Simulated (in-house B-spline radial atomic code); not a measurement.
How numerical settings move a run on Ni2+, [Ar] 3d8. Computed with a B-spline radial code for spherical atoms: scalar-relativistic (X2C) B3LYP, spin-polarised, spherical fractional occupations, Fermi nucleus of rms radius 3.7757 fm.

Command:
```bash
python run_scf.py task.json out
```
Settings of the sound reference run:
```
Z                28
electrons        26
configuration    [Ar] 3d8
hamiltonian      x2c
method           b3lyp
spin_polarised   True
nucleus          fermi
rms_radius       3.7757
mass_number      58
atomic_mass      57.93534
speed_of_light   137.036
knot_spacing     0.22
spline_order     8
gauss_points     12
box_radius       22.22
max_iterations   70
damping          0.5
damped_steps     3
diis_vectors     10
tolerance        1e-08
start            Thomas-Fermi
```

Time taken, with all properties: 0.54 s on 1 thread of Arm Neoverse N1, with other jobs on the host.

It converges in 10 iterations to -1519.548244 hartree, with 3d down at -27.6685 eV. The other runs change the listed settings, some to values that make no sense; their results aren't properties of the atom or ion. Radii are in bohr (the nuclear one in fm), a minus after a letter asks for a j subshell, and «unchanged» means within 1e-8 hartree. The run stops when the residual is below 10 × tolerance × max(1, Z/10), or a noise floor if that is larger, and the energy moves by less than 1e-8 × √|E| hartree; so very loose and very tight tolerances often act alike.

```tsv
changed settings	outcome
spline_order = 4, max_iterations = 12	converged in 10 iterations, energy +5.07e-04 hartree from the reference, 3d down level -1.0e-04 eV
max_iterations = 100, damping = 0.8, start = bare nucleus	converged in 12 iterations, energy unchanged, 3d down level -2.4e-05 eV
damped_steps = 8	converged in 15 iterations, energy unchanged, 3d down level -1.1e-05 eV
electrons = 29, configuration = [Ar] 3d8 4s3, max_iterations = 100	stopped with error: shell 4s holds at most 1 electrons (per spin)
diis_vectors = 1	not converged after 70 iterations, last residual 1.1e+00, last energy +4.61e+01 hartree from the reference
damped_steps = 0	converged in 9 iterations, energy unchanged, 3d down level -1.5e-05 eV
diis_vectors = 20	converged in 10 iterations, energy unchanged
electrons = 34, configuration = [Ar] 3d8 5s2 5p6, max_iterations = 60	converged in 15 iterations to -1519.0923 hartree, a different physical problem (warning: 5s up has a positive eigenvalue: unbound, held by the box)
gauss_points = 3, max_iterations = 75, diis_vectors = 1	not converged after 75 iterations, last residual 1.8e+01, last energy -3.17e+03 hartree from the reference
diis_vectors = 2	converged in 12 iterations, energy unchanged, 3d down level +4.9e-06 eV
```

(1) What happens with damped_steps = 30?

(2) What happens with damped_steps = 1?

(3) What happens with start = bare nucleus?

(4) What happens with knot_spacing = 0.3, max_iterations = 50, damped_steps = 8, start = bare nucleus?

Results:

(1) Converged in 21 iterations, energy unchanged, 3d down level -1.2e-05 eV.

(2) Converged in 11 iterations, energy unchanged, 3d down level -1.1e-05 eV.

(3) Converged in 11 iterations, energy unchanged, 3d down level -1.7e-05 eV.

(4) Converged in 14 iterations, energy +7.57e-06 hartree from the reference, 3d down level -2.2e-06 eV.
